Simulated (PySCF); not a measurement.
**Cost of excited-state runs on C3H8AsBO**

Cartesian coordinates in Å; atom numbers follow the order of the lines, from 1:
```xyz
14

O    -0.7125   -0.2633    1.9170
C    -1.3037    0.1556    0.9586
C    -0.6940    0.3646   -0.3895
B    -1.1074   -0.9287   -1.2032
As    1.7535   -0.7491    0.7980
C     0.8095    0.6211   -0.3011
H    -2.3836    0.3866    1.0198
H    -1.2129    1.2190   -0.8444
H    -2.2379   -1.1967   -1.3231
H    -0.2779   -1.6011   -1.6765
H     2.0249    0.1346    1.9740
H     3.1156   -0.3553    0.2450
H     0.9940    1.6172    0.1118
H     1.2318    0.5949   -1.3087
```

PySCF with density fitting, on 1 thread of an Arm Neoverse V2, shared host. Command: `OMP_NUM_THREADS=1 python excited_run.py task.json out`

**Question.** How long does this run take, and how much memory?
- circular dichroism and optical rotation, CAM-B3LYP/def2-SVPD; 8 states

**Answer.** 
```tsv
run	level	basis functions	wall time	peak memory (GiB)
circular dichroism and optical rotation	CAM-B3LYP/def2-SVPD	205	99 s	0.93
```
Times from a shared host are rough.
